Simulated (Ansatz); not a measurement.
Species: Ni, charge 0, singlet.

Total energies in hartree (Ansatz, a first-principles code). UHF or UKS for unpaired electrons; spin-orbit terms are left out. The -DK rows use spin-free X2C, correlate 3s3p of the metal (1s2s2p frozen) and give its partners the cc-pVXZ-DK valence sets. The restricted determinant of Ni ([Ni], singlet) is unstable towards broken spin symmetry in at least one set run. Open-shell metal atoms are single determinants of the lowest configuration found, not pure terms.

| species | HF/cc-pwCVTZ-DK | CCSD(T)/cc-pwCVTZ-DK | HF/cc-pwCVQZ-DK | CCSD(T)/cc-pwCVQZ-DK | CCSDT(Q)/cc-pwCVTZ-DK |
|---|---|---|---|---|---|
| 1: Ni (singlet) | -1518.87338 | -1519.79974 | -1518.87764 | -1519.86579 | -1519.79731 |
| 2: Ni (triplet) | -1519.10679 | -1519.88090 | -1519.11063 | -1519.93650 | -1519.88041 |

Question: Work out the triplet-singlet gap (Ni (triplet) against Ni (singlet), E(triplet) - E(singlet)) in eV: take Hartree-Fock from cc-pwCVQZ-DK, extrapolate the CCSD(T) correlation energy as X^-3 (X = 3, 4), and add CCSDT(Q) - CCSD(T) in cc-pwCVTZ-DK. 1 hartree = 27.211 eV.

Answer: 
Species 1: correlation (64·(-0.98815) - 27·(-0.92636))/37 = -1.03324; step +0.00243; E1 = -1518.87764 + (-1.03324) + (+0.00243) = -1519.90845
Species 2: correlation (64·(-0.82587) - 27·(-0.77411))/37 = -0.86364; step +0.00049; E2 = -1519.11063 + (-0.86364) + (+0.00049) = -1519.97378
-1·E1 +1·E2 = -0.06533 hartree = -1.78 eV.
